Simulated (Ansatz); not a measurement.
Relaxed structures of NaSnH₃O, closed shell (PBE0-D4/def2-TZVP; forces vanish, vibrations not checked; lower isomers may exist, and structures with a doubtful reference or unclear bonds are left out; Å). Program: Ansatz 0.2.0. Basis: def2-TZVPP. Cores are frozen in the correlated methods. Filled d shells of the heavier atoms are correlated. Core potentials replace the inner electrons of the atoms past krypton. The outer core shell of Li, Na, Mg and K is correlated. The def2 sets are not built for correlating such inner shells, so the correlated values are less sure here.

Q: Rank them by CCSD(T) energy, lowest first, and give each one's height above the lowest. Links in brackets join atoms within 1.22 times the sum of their covalent radii (1.1 for two metals). (Judge from chemistry; the value comes from the calculation.)
A.
NaSnH₃O ([NaH][O][SnH2])
```
6
angstrom
Na -1.1284 -2.5829 1.6690
O -0.3048 -0.8011 0.6865
Sn 0.1829 0.3668 -0.6359
H 1.6770 0.2407 -1.4471
H -0.8807 1.5628 -1.2227
H -1.9582 -4.2912 2.1062
```
B.
a complex of NaSnHO ([NaH][O][Sn]) + H₂
```
6
angstrom
Na -0.7965 -0.3422 0.0709
O -2.2913 -1.7373 0.9712
Sn -3.2013 -2.9809 1.9522
H 2.5682 2.0422 -1.1946
H 0.6979 0.7555 -0.5047
H 3.1619 2.4497 -1.4127
```
C.
NaSnH₃O ([OH]1[Na][SnH2]1)
```
6
angstrom
Na -0.9531 -2.3603 0.4658
O -0.8676 -0.4191 1.2509
Sn 0.2130 0.1105 -0.5222
H -1.0135 0.2984 1.8666
H -0.7032 1.5444 -0.9643
H 1.5445 0.9740 0.2339
```

A: Computed: C (0.000 eV), B (2.360 eV), A (3.542 eV). Heights count from the lowest.

The T1 diagnostic stays at or below 0.025.

For scale, one of the runs: CCSD(T)/def2-TZVPP, 155 basis functions, launched by `ansatz run in.yaml --threads 2 --pin off --events-out ev --progress --plain --max-ram 4352MiB`. Hardware: 2 CPU threads of an Arm Neoverse V2, shared host. Wall time 58 s; peak host memory 1.3 GiB.
